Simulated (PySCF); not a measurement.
# Computed structure and properties of [WO3Br]−

System: [WO3Br]− (singlet); start: template (C3v). Method: PySCF 2.14.0, RKS TPSS, W def2-SVP with ECP60, O def2-SVP, Br def2-SVP; non-relativistic Hamiltonian with scalar-relativistic core potentials where named; density fitting; no spin-orbit coupling.

Input of the relaxation:

```python
mol = gto.M(atom='''
W      0.30413    -0.30413     0.30413
O      1.17573     0.56747     1.17573
O     -0.56747    -1.17573     1.17573
O      1.17573    -1.17573    -0.56747
Br    -1.07047     1.07047    -1.07047''',
    basis={'W': 'def2-SVP', 'O': 'def2-SVP', 'Br': 'def2-SVP'},
    ecp={'W': 'def2-SVP'},
    charge=-1, spin=0)
mf = dft.RKS(mol, xc='TPSS')
mf.grids.atom_grid = (50, 194)
mf = mf.density_fit()  # fitting sets: W def2-universal-JKFIT, O def2-universal-JKFIT, Br def2-universal-JKFIT
mf.conv_tol = 1e-08; mf.max_cycle = 55
mf.kernel(dm0)  # dm0: converged density of the start geometry
# quasi-Newton relaxation in Cartesian coordinates to a largest gradient under 0.00045 Eh/bohr, steps kept in the point group
```

Run from Python with OMP_NUM_THREADS=2; the lines above give its settings. Where DIIS fails, smearing, a level shift and second-order steps follow.
It took 35 s on 2 threads of Arm Neoverse V1 (shared host), from the converged density of the start.

Course of the relaxation:

```json
{"step": "0", "energy above end (eV)": "7.9287", "largest force component within the symmetry (eV/Å)": "14.945"}
{"step": "1", "energy above end (eV)": "0.4603", "largest force component within the symmetry (eV/Å)": "2.682"}
{"step": "2", "energy above end (eV)": "0.0375", "largest force component within the symmetry (eV/Å)": "0.505"}
{"step": "3", "energy above end (eV)": "0.0050", "largest force component within the symmetry (eV/Å)": "0.172"}
{"step": "4", "energy above end (eV)": "0.0004", "largest force component within the symmetry (eV/Å)": "0.026"}
{"step": "5", "energy above end (eV)": "0.0001", "largest force component within the symmetry (eV/Å)": "0.015"}
{"step": "6", "energy above end (eV)": "0.0000", "largest force component within the symmetry (eV/Å)": "0.010"}
{"step": "7", "energy above end (eV)": "0.0000", "largest force component within the symmetry (eV/Å)": "0.004"}
```

Relaxed geometry (C3v):

```xyz
5

W     0.2842   -0.2842    0.2842
O     1.3113    0.7095    1.3113
O    -0.7095   -1.3113    1.3113
O     1.3113   -1.3113   -0.7095
Br   -1.1796    1.1796   -1.1796
```

```json
{"contact": "W1–O2 (O)", "Å": "1.760"}
{"contact": "W1–O3 (O)", "Å": "1.760"}
{"contact": "W1–O4 (O)", "Å": "1.760"}
{"contact": "W1–Br5 (Br)", "Å": "2.535"}
```

On the finer grid (75, 302):

- HOMO: -1.85 eV
- LUMO: 3.01 eV
- Dipole about the centre of mass: 2.97 D
- Set of Mulliken populations of W1 outside the core potential: s 2.46, p 6.43, d 4.08, f 0.19
- D3(BJ) dispersion energy (not in the energies): -0.180 eV

```json
{"atom": "W1", "Mulliken (e)": "0.85", "Löwdin (e)": "-0.11", "spin (e)": "0.00"}
{"atom": "O2", "Mulliken (e)": "-0.46", "Löwdin (e)": "-0.26", "spin (e)": "0.00"}
{"atom": "O3", "Mulliken (e)": "-0.46", "Löwdin (e)": "-0.26", "spin (e)": "0.00"}
{"atom": "O4", "Mulliken (e)": "-0.46", "Löwdin (e)": "-0.26", "spin (e)": "0.00"}
{"atom": "Br5", "Mulliken (e)": "-0.47", "Löwdin (e)": "-0.10", "spin (e)": "0.00"}
```

No frequency check is given here. The steps kept the symmetry C3v of the start, so a lower state may lie off it.

Rigid scan of O along the line from its metal, all other atoms held (where the atom bridges, its other bond changes as well):

```csv
distance to O2 (Å),energy (eV)
1.46,3.515
1.56,1.291
1.66,0.267
1.76,0.000
1.86,0.193
1.96,0.656
2.06,1.267
2.21,2.292
```

Taking off one Br (charge -1, singlet; the rest: singlet) in vacuum, both parts rigid, costs 4.81 eV; the small basis without counterpoise inflates it.

Rigid scan of Br along the line from its metal, all other atoms held (where the atom bridges, its other bond changes as well):

```tsv
distance to Br5 (Å)	energy (eV)
2.24	0.714
2.34	0.270
2.44	0.061
2.54	0.000
2.64	0.047
2.74	0.160
2.94	0.499
3.24	1.089
3.64	1.796
4.14	2.457
```

One start shape was tried, so this needn't be the lowest isomer.
